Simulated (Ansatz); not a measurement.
Which level was it?

The species is InBrCl2 (4 atoms), meant as a singlet with charge 0. SMILES: `[Cl][In]([Cl])[Br]`. The coordinates come from a PBE0-D4/def2-TZVP relaxation.

```
atom    x (Å)    y (Å)    z (Å)
  Cl  -1.7932  -1.0823   0.9549
  In   0.0168  -0.0315   0.0103
  Cl   2.1256  -0.6701   0.6565
  Br  -0.2936   1.7234  -1.6420
```

A calculation with Ansatz 0.2.0 gave:

- total energy: -3685.0104 Eh
- dipole moment: 0.45 D
- HOMO energy: -10.30 eV
- LUMO energy: -1.98 eV
- HOMO–LUMO gap: 8.32 eV
- largest force: 0.029 eV/Å

**Question.** Which of these levels gave the numbers?
A. HF/def2-SVP (core potential)
B. HF/def2-SVPD (core potential)
C. r2SCAN/STO-3G
D. CAM-B3LYP/def2-TZVP (core potential)

**Answer.** D. The others give -3680.2055 Eh (HF/def2-SVPD (core potential)), -3680.1894 Eh (HF/def2-SVP (core potential)), -9141.7398 Eh (r2SCAN/STO-3G).
